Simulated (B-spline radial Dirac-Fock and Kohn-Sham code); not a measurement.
# Diagram lines of Tb¹⁶⁺

System: Tb¹⁶⁺, [Kr] 4d10 4f3.

Level of theory: Dirac-Fock energy differences between relaxed states, corrected for Breit and QED terms; a radial finite-basis atomic code. A line energy is the difference of two single-hole energies; the list is a selection of electric-dipole transitions between resolved j subshells. Correlation energy is missing from these numbers.

```tsv
line	energy (eV)	wavelength (Å)
Kβ2' (K-N3)	51727.2	0.23969
Kβ2'' (K-N2)	51690.2	0.23986
Kβ1 (K-M3)	50380.3	0.24610
Kβ3 (K-M2)	50225.3	0.24686
Kα1 (K-L3)	44479.7	0.27874
Kα2 (K-L2)	43742.0	0.28344
Lγ3 (L1-N3)	8446.6	1.4679
Lγ2 (L1-N2)	8409.6	1.4743
Lγ1 (L2-N4)	8120.9	1.5267
Lγ5 (L2-N1)	7867.5	1.5759
Lβ2 (L3-N5)	7390.1	1.6777
Lβ15 (L3-N4)	7383.1	1.6793
Lβ6 (L3-N1)	7129.8	1.7390
Lβ3 (L1-M3)	7099.7	1.7463
Lβ1 (L2-M4)	6977.2	1.7770
Lβ4 (L1-M2)	6944.6	1.7853
Lη (L2-M1)	6283.9	1.9730
Lα1 (L3-M5)	6272.3	1.9767
Lα2 (L3-M4)	6239.4	1.9871
Lℓ (L3-M1)	5546.2	2.2355
```

Values without a named source are computed, but for edge energies of neutral atoms, which are taken from tables.
